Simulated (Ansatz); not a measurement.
PBE exchange is replaced step by step with exact exchange (0 % is PBE, 25 % PBE0; no dispersion term), basis def2-TZVP, Ansatz. System: Cu₂O⁺ (the lowest doublet isomer of a short search). The state is a doublet with charge 1. Geometry: r2SCAN-D4/def2-TZVP, each spin state at its own.

Geometry of the doublet:

```xyz
3

Cu   -0.1090    0.4371    1.5804
Cu    0.5446   -0.4182   -1.4930
O    -0.4356   -0.0189   -0.0874
```

The structure comes from a short search, and lower isomers may exist.

HOMO and LUMO are taken over both spins.

| exact exchange (%) | HOMO (eV) | LUMO (eV) | gap (eV) | ⟨S²⟩ | quartet − doublet (kJ/mol) |
| --- | --- | --- | --- | --- | --- |
| 0 | -11.11 | -10.74 | 0.36 | 0.755 | 188.8 |
| 5 | -11.37 | -10.43 | 0.94 | 0.756 | 204.1 |
| 10 | -11.64 | -10.10 | 1.54 | 0.757 | 220.1 |
| 15 | -11.92 | -9.77 | 2.15 | 0.758 | 236.7 |
| 25 | -12.52 | -9.09 | 3.43 | 0.760 | 253.7 |
| 35 | -13.14 | -8.36 | 4.77 | 0.761 | 239.2 |
| 50 | -14.01 | -7.23 | 6.78 | 0.761 | 212.4 |

The spin gap doesn't follow a straight line here, which points to a change of state along the sweep.
